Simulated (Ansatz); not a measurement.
AlBrClH3OSi (`[SiH3][O][Al]([Cl])[Br]`), relaxed with RKS PBE0-D4/def2-TZVP in Ansatz 0.2.0 from a PBE-D4/def2-SVP geometry. The force threshold is 0.005 eV/Å; the program also tests the step.

Charge 0, multiplicity 1.

Start:

```xyz
8

Si    0.151   -0.386    1.491
O     0.035    0.124   -0.092
Al   -0.146    0.495   -1.731
Cl    0.876    2.136   -2.541
Br   -1.472   -0.753   -3.048
H     1.550   -0.161    1.994
H    -0.181   -1.850    1.588
H    -0.814    0.396    2.340
```

(1) By how much does the energy fall, and how many steps does the optimiser take? (An estimate is asked.)

(2) Which bonds change most? (Estimate.)

(3) Give the relaxed structure. (Best estimate.)

Answers

(1) The calculation gave: 5.46 kJ/mol, in 7 steps.

(2) Computed: Si1–O2 from 1.668 to 1.630 Å; O2–Al3 from 1.690 to 1.659 Å; Al3–Cl4 from 2.096 to 2.073 Å; Si1–H8 from 1.504 to 1.485 Å.

(3) Computed: 
```xyz
8

Si    0.149   -0.380    1.462
O     0.055    0.116   -0.088
Al   -0.136    0.490   -1.693
Cl    0.858    2.118   -2.506
Br   -1.459   -0.753   -2.988
H     1.528   -0.164    1.971
H    -0.186   -1.825    1.554
H    -0.809    0.399    2.288
```
